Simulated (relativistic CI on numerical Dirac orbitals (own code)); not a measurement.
**Fe7+: resonant inelastic scattering at the L2,3 edge**

Computed with this model: Dirac-Coulomb-Breit CI, orbitals from a KLI potential per configuration, QED by a radiative potential, Kramers-Heisenberg scattering through one core-hole configuration in a parametric crystal field, unscaled Slater integrals; configurations [Ar] 3d → [He] 2s2 2p5 3s2 3p6 3d2; 10 K; core-hole width 0.24 eV; summed over polarisations. Incident energies are the highest absorption maxima for each field (at most a few, so the weaker spin-orbit partner edge can be absent), on the computed scale of the free ion. Intensities are in per cent of the strongest line above 0.02 eV; levels within 1 cm⁻¹ are merged; final levels count from the ground level, the first row holds all elastic scattering, lines under 0.4 are left out and each table stops after 24 rows. The scale of the Slater integrals is a model choice and moves the terms in proportion.

Field parameters in Wybourne normalisation: Td as Oh with Dq negative (B⁴₀ = 21Dq, B⁴₄ = √(5/14) B⁴₀). The field is a parameter set, without covalency.

S is read from ⟨S²⟩ = S(S + 1).

Td, 10Dq = -2600 cm⁻¹:

| Final level (eV) | Degeneracy | Irrep | S | 731.3 eV | 744 eV | 744.7 eV |
| --- | --- | --- | --- | --- | --- | --- |
| 0.000 | 4 | Γ8 | 0.50 | 43.6 | 71.5 | 164.2 |
| 0.353 | 4 | Γ8 | 0.50 | 3.8 | 100.0 | 57.3 |
| 0.449 | 2 | Γ7 | 0.50 | 3.9 | 49.8 | 81.3 |

Td, 10Dq = -5900 cm⁻¹:

```
Final level (eV)  Degeneracy  Irrep     S  731.5 eV  744.1 eV  744.9 eV
           0.000           4     Γ8  0.50      27.8     212.7      65.5
           0.721           4     Γ8  0.50       1.4     100.0      42.9
           0.837           2     Γ7  0.50       1.6      40.3      59.7
```

Td, 10Dq = -9200 cm⁻¹:

```csv
Final level (eV),Degeneracy,Irrep,S,731.7 eV,744.3 eV,745.2 eV
0.000,4,Γ8,0.50,22.8,323.1,35.8
1.118,4,Γ8,0.50,1.0,100.0,28.5
1.240,2,Γ7,0.50,0.9,30.9,40.6
```

For the first field the strongest loss at the lowest incident energy is the level at 0.45 eV (S = 0.50, against 0.50 in the thermal ground state).
